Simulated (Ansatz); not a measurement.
Consider the formal hydrolysis of a Ge–Se bond: `C[Se][GeH2][OH]` + H₂O → `[OH][GeH2][OH]` + `C[SeH]`.

Program: Ansatz. Geometries: PBE0-D4/def2-TZVP. ΔE: electronic, gas phase. CCSD(T)/CBS adds triple-zeta CCSD(T) − MP2 to the extrapolated MP2 energy (def2 sets, frozen cores). This one scheme is used for every species. Functionals use def2-TZVPP. B3LYP here is the variant with VWN-RPA as its local correlation; programs differ in this. For Ge, Se outer-core shells are correlated without core-valence functions, which leaves a few kJ/mol of doubt a bond. Scalar relativity is left out up to krypton. One conformer a species, not always the lowest.

`C[Se][GeH2][OH]`:

```xyz
10

C    -0.917   -1.525   -0.252
Se    0.996   -1.155   -0.451
Ge    0.822    1.171   -0.277
O     0.170    1.622    1.320
H    -1.464   -1.146   -1.113
H    -1.290   -1.077    0.666
H    -1.018   -2.607   -0.201
H     2.238    1.739   -0.482
H    -0.217    1.746   -1.247
H     0.681    1.233    2.035
```

H₂O:

Z-matrix (Å, degrees):
```
O
H 1 0.960
H 1 0.960 2 105.1
```

`[OH][GeH2][OH]`:

Cartesian coordinates in Å:
```
O -1.330 -0.183 0.800
Ge -0.113 0.237 -0.422
O 1.440 0.625 0.342
H -1.368 -1.122 0.991
H 0.062 -0.963 -1.376
H -0.570 1.543 -1.063
H 1.880 -0.136 0.727
```

`C[SeH]`:

```xyz
6

C    -0.479    0.175   -0.196
Se    0.688   -1.016    0.813
H    -0.437    1.184    0.209
H    -1.486   -0.220   -0.076
H    -0.213    0.169   -1.250
H     1.927   -0.292    0.501
```

CCSD(T)/CBS gives +33.5 kJ/mol.

**Question.** Another level gave +31.2 kJ/mol. Which?
A. HF/def2-TZVPP
B. B3LYP-D4/def2-TZVPP
C. CCSD/def2-TZVPP
D. PBE0-D4/def2-TZVPP

**Answer.** B. B3LYP-D4 31.2, CCSD/def2-TZVPP 24.7, PBE0-D4 37.7, HF/def2-TZVPP 13.0 kJ/mol.

Largest T1 diagnostic among the species: 0.012.

The D4 term adds +8.9 kJ/mol with B3LYP and +5.0 kJ/mol with PBE0; it sums over pairs of atoms, weighted by their polarisabilities, and B3LYP, whose exchange is more repulsive, gets the larger term. In def2-TZVPP, CCSD(T) changes the Hartree–Fock value by +14.0 kJ/mol (the triples alone add +2.3 kJ/mol) and MP2 by +18.5 kJ/mol.
